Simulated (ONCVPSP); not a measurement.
Before and after: ONCV potential for platinum (Pt)

ONCVPSP 4.0.1 input, shortened (lines: element, Z, core and valence counts, functional; n l f; lmax; l rc ep ncon nbas qcut; lloc lpopt rc5 dvloc0; l nproj debl; icmod fcfact rcfact), PBE, scalar-relativistic:

```
  Pt 78.00   12    1        4      upf
    1    0    2.00
    2    0    2.00
    2    1    6.00
    3    0    2.00
    3    1    6.00
    3    2   10.00
    4    0    2.00
    4    1    6.00
    4    2   10.00
    4    3   14.00
    5    0    2.00
    5    1    6.00
    5    2    8.00
    2
    0    2.25    0.42    3    6    3.00
    1    2.05    0.28    3    6    3.20
    2    2.15    0.00    4    8    5.90
    4    5    1.35    0.00
    0    2    2.10
    1    2    0.70
    2    1    1.90
    4    0.65    0.00
```

In the s channel the program set the typed energies aside and used 0.050, 2.150 Ha. In the p channel the program set the typed energies aside and used 0.050, 0.750 Ha.

Change: d: qcut 4.7.

Cutoffs: the cutoffs (Ha) at which the residual kinetic energy of the hardest occupied pseudo-wave falls to 1 and 0.1 mHa per electron; they do not see the model core or the augmentation charge, which bear on the density cutoff. Errors are all-electron minus pseudo energies relative to the spin-unpolarised reference configuration.

Problem. What does the change do?

Solution. The potential gets harder (15 Ha and 18 Ha → 41 Ha and 52 Ha); both files keep a bound ghost (p); of the 3 tests that both files solve, the error grows in 2 and shrinks in 0 by more than 15 % and 0.3 meV (median size 87.9 → 102.9 meV).

| quantity | base | changed |
| --- | --- | --- |
| cutoff, loose | 15 Ha | 41 Ha |
| cutoff, tight | 18 Ha | 52 Ha |
| bound ghosts | p | p |
| GHOST(+) flags under 300 eV | s at 145.0 eV | s at 145.0 eV |
| tests with a reliable result | 3 of 4 | 3 of 4 |
| error for 5d9, meV [ΔE -19.97 eV] | -43 | -75 |
| error for 5d7, meV [ΔE 32.22 eV] | -88 | -103 |
| error for 5d6, meV [ΔE 77.87 eV] | -408 | -419 |
| s: phases at 2.28 bohr within 0.05 rad from the reference energy up to (Ha; the scan ends near 5) | 3.2 | 3.2 |
| p: phases at 2.08 bohr within 0.05 rad from the reference energy up to (Ha; the scan ends near 5) | 4.1 | 4.1 |
| d: phases at 2.18 bohr within 0.05 rad from the reference energy up to (Ha; the scan ends near 5) | 0.8 | 0.4 |
| rms error of d²Exc/dni dnj with the model core, mHa | 0.00 | 0.00 |

 A true bound ghost makes a file unfit for plane-wave use even where its test errors are small: the radial tests pick states by their node count and pass the ghost by.
